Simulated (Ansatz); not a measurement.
Cost and result for the atomization energy of `[F][Ga-]([F])([F])[OH+][SiH3]` (10 atoms, 9 bonds).

```xyz
10

F     2.327    1.688    0.444
Ga    1.697    0.180   -0.158
F     0.969    0.203   -1.758
F     2.446   -1.294    0.416
O    -0.084   -0.079    0.739
Si   -1.549   -0.016   -0.149
H    -0.040   -0.696    1.477
H    -1.597   -1.136   -1.108
H    -1.566    1.311   -0.783
H    -2.604   -0.161    0.881
```

The species carries charge 0 and has multiplicity 1. Correlated methods include outer-core shells of Ga, which these sets cover unevenly. Scalar relativity is left out up to krypton. The geometry is a stationary point of PBE0-D4/def2-TZVP. It is one conformer, not always the lowest. Program: Ansatz. All runs use 4 threads of an Arm Neoverse V2 on a shared host. Times are those of one run each, without the atoms' runs, and a repeat can differ threefold. Electronic energies, without spin–orbit coupling; frozen cores. CCSD(T)/CBS adds CCSD(T) − MP2 in def2-TZVPP to the MP2 limit, and its time is that of the two runs behind it. T1 = 0.013. With those shells the extrapolation isn't a true limit. HSE06 is the plane-wave form, built on full-range PBE exchange.

CCSD(T)/CBS is a level of theory with its own doubt, some kJ/mol a heavy atom from the limit and from the frozen cores, so smaller differences don't rank the functionals.

```
                             level  functions  atomization (kcal/mol)  difference from CCSD(T)/CBS  per bond
           CAM-B3LYP-D4/def2-TZVPP        270                   827.0                         -5.4      -0.6
               HSE06-D4/def2-TZVPP        270                   806.5                        -25.9      -2.9
                 B2PLYP/def2-TZVPP        270                   815.1                        -17.3      -1.9
                    MP2/def2-QZVPP        507                   851.5                         19.1       2.1
               PBE-QIDH/def2-TZVPP        270                   813.7                        -18.7      -2.1
                  CCSD(T)/def2-SVP        126                   779.2                        -53.2      -5.9
r2SCAN-D4/def2-TZVPP (with forces)        270                   825.7                         -6.7      -0.7
                CCSD(T)/def2-TZVPP        270                   812.3                        -20.1      -2.2
                 B97M-V/def2-TZVPP        270                   820.9                        -11.5      -1.3
                ωB97X-V/def2-TZVPP        270                   828.1                         -4.3      -0.5
   PBE-D4/def2-TZVPP (with forces)        270                   825.0                         -7.4      -0.8
                PBE0-D4/def2-TZVPP        270                   806.1                        -26.3      -2.9
                 CCSD(T)/CBS(def2)          –                   832.4                          0.0       0.0
```

Task: Order the runs by time, with rough figures. (An estimate is asked.)

Result: Computed: PBE-D4/def2-TZVPP (with forces) 2.9 s; PBE0-D4/def2-TZVPP 4.3 s; CAM-B3LYP-D4/def2-TZVPP 4.6 s; HSE06-D4/def2-TZVPP 4.7 s; r2SCAN-D4/def2-TZVPP (with forces) 6 s; B2PLYP/def2-TZVPP 7 s; PBE-QIDH/def2-TZVPP 7.5 s; ωB97X-V/def2-TZVPP 10 s; B97M-V/def2-TZVPP 11 s; CCSD(T)/def2-SVP 17 s; MP2/def2-QZVPP 27 s; CCSD(T)/def2-TZVPP 7.9 min; CCSD(T)/CBS(def2) 8.4 min.

The D4 term adds +8.4 kcal/mol with B3LYP and +4.4 kcal/mol with PBE0; it sums over pairs of atoms, weighted by their polarisabilities, and B3LYP, whose exchange is more repulsive, gets the larger term. Leaving LDA and LC-ωPBE aside and taking each functional with its dispersion term where it has one, the values, not all of them listed here, spread over 39.7 kcal/mol, from BHLYP-D4 to ωB97X-V. LDA lies +123.4 kcal/mol from PBE without D4, its usual overbinding. In def2-TZVPP, CCSD(T) changes the Hartree–Fock value by +212.6 kcal/mol (the triples alone add +12.1 kcal/mol) and MP2 by +239.2 kcal/mol; breaking electron pairs costs correlation energy, which Hartree–Fock lacks.

B3LYP here is the variant with VWN-RPA as its local correlation; programs differ in this.
